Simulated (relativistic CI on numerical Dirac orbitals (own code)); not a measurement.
# Hyperfine structure of Lu⁶⁸⁺, mass number 175

Computed by Dirac-Coulomb-Breit CI, KLI orbitals optimised for each configuration, model QED (radiative potential, 1s self-energy scaled to tabulated hydrogen-like ionisation energies), unscaled Slater integrals (own radial code, finite nucleus).

Configurations in the expansion (outside the closed core 1s2): 2s, 2p, 3s, 3p, 3d, 4s, 4p, 4d, 4f, 5s, 5p, 5d, 5f, 5g. Levels of other configurations are missing.

Nuclear spin I = 7/2, μ = 2.2257 μN, Q = 3.49 b (tables of Stone and Pyykkö). The electronic factors are computed for point nuclear moments, without core polarisation or the Bohr-Weisskopf and QED corrections.

```
     Level  E (10³ cm⁻¹)  A (GHz)  B (GHz)
 2s 2S_1/2           0.0    12870         
2p 2P°_1/2        1461.3     4173         
2p 2P°_3/2       11518.2    488.8     5310
 3s 2S_1/2       81772.9     3825         
3p 2P°_1/2       82168.6     1286         
3p 2P°_3/2       85165.9    151.4     1680
 3d 2D_3/2       85263.2    87.74      330
 3d 2D_5/2       86120.1     34.9      402
```

Levels with J = 0, under 50 % of one LS term, or S terms without an open s electron are left out. Small factors come from cancelling terms and can be off by tens of per cent or more.

At this charge energies of transitions that change n are usually good to better than 1 %, and those within a shell (Δn = 0) to a few per cent.

Problem. Give the hyperfine levels of 2s 2S_1/2 relative to its centre of gravity.

Solution. With K = F(F + 1) − I(I + 1) − J(J + 1), E = AK/2: F = 3: -28960, F = 4: 22520 GHz.
